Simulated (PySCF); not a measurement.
**Electronic structure of Ge³⁺ (germanium, charge +3) at the UHF level**

Configuration: [Ar] 3d10 4s1, 2S determinant. Calculation: PySCF 2.14, in cc-pVTZ-PP with ECP10MDF (5s4p3d1f, 39 functions); scalar relativity through the core potential.

| Property | Result |
| --- | --- |
| Total energy | -291.337204 hartree |
| One-electron energy | -496.4038 hartree |
| Hartree (Coulomb) energy | 228.0474 hartree |
| Exchange energy | -22.9808 hartree |
| ⟨S²⟩ | 0.7503 |
| ⟨L²⟩ | 0.000 |
| Sum of ⟨r⟩ | 14.20 bohr |
| Sum of ⟨r²⟩ | 14.26 bohr² |
| Time after the integrals | 0.16 s of wall time on 1 thread of Neoverse-N1 (shared host) |

| shell | electrons | mean orbital energy (hartree) | rms radius, mean of both spins (bohr) |
| --- | --- | --- | --- |
| 3s α | 1 | -8.59789 | 0.670 |
| 3s β | 1 | -8.57471 | 0.670 |
| 3p α | 3 | -6.50813 | 0.701 |
| 3p β | 3 | -6.49866 | 0.701 |
| 3d α | 5 | -2.84739 | 0.797 |
| 3d β | 5 | -2.83933 | 0.797 |
| 4s α | 1 | -1.64404 | 2.01 |

Energies and moments cover only the electrons outside the core potential.
